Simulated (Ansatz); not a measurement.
`C[O][InH2]` + `[SiH3]`• → `C[O][InH]`• + SiH₄  (hydrogen abstraction from the In–H bond)

Calculated with Ansatz (gas phase, PBE0-D4/def2-TZVP geometries, no zero-point term in ΔE). CCSD(T)/CBS is the MP2 limit (def2-TZVPP, def2-QZVPP) plus CCSD(T) − MP2 in def2-TZVPP, frozen cores. This one scheme is used for every species. DFT in def2-TZVPP. B3LYP here is the variant with VWN-RPA as its local correlation; programs differ in this. No spin–orbit coupling; open shells (•) take unrestricted orbitals. def2 core potentials past Kr. For In outer-core shells are correlated without core-valence functions, which leaves a few kJ/mol of doubt a bond.

CCSD(T)/CBS gives -88.1 kJ/mol.

Question: Another level gave -86.5 kJ/mol. Which?
A. LC-ωPBE/def2-TZVPP
B. B3LYP-D4/def2-TZVPP
C. r2SCANh-D4/def2-TZVPP
D. ωB97M-V/def2-TZVPP

Answer: C. r2SCANh-D4 -86.5, B3LYP-D4 -96.7, LC-ωPBE -76.4, ωB97M-V -90.9 kJ/mol.

Question: What do rigid-rotor, harmonic-oscillator terms from PBE0-D4/def2-TZVP frequencies (298.15 K, 1 bar) make of the CCSD(T)/CBS value? (Best estimate.)

Answer: Ansatz gave: ΔZPE = +5.6 kJ/mol, ΔH = -83.1 kJ/mol, ΔS = -10 J/(mol·K), ΔG = -80.2 kJ/mol. Open shells count their whole term as degenerate.

Largest T1 diagnostic among the species: 0.020.

Leaving LDA and LC-ωPBE aside and taking each functional with its dispersion term where it has one, the values, not all of them listed here, spread over 19.7 kJ/mol, from BLYP-D4 to B97M-V. LDA lies +3.3 kJ/mol from PBE without D4. From BLYP to BHLYP (50 % exact exchange), in def2-TZVPP and without D4, ΔE moves by +4.8 kJ/mol.
